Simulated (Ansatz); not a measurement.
Computed with Ansatz.

Basis-set series for C2H8SiSn (`[SiH3][SnH]1[CH2][CH2]1`). Charge 0, multiplicity 1. Sn: def2 effective core potential. The structure was optimised at the PBE0-D4/def2-TZVP level.

| functional | basis | functions | energy (Eh) | HOMO (eV) | LUMO (eV) |
| --- | --- | --- | --- | --- | --- |
| PBE0-D4 | def2-SVP | 112 | -584.40193 | -6.09 | -1.46 |
| PBE0-D4 | def2-TZVPP | 266 | -584.59975 | -6.11 | -1.53 |
| ωB97M-V | def2-SVP | 112 | -584.47179 | -7.92 | 0.43 |
| ωB97M-V | def2-TZVPP | 266 | -584.67905 | -7.97 | 0.26 |

(1) Give the rows for def2-QZVPP. (Estimate.)

Answers

(1) The calculation gave: 
```csv
functional,basis,functions,energy (Eh),HOMO (eV),LUMO (eV)
PBE0-D4,def2-QZVPP,506,-584.61569,-6.12,-1.56
ωB97M-V,def2-QZVPP,506,-584.69448,-7.98,0.19
```

Positive LUMOs are unbound and depend on the basis.
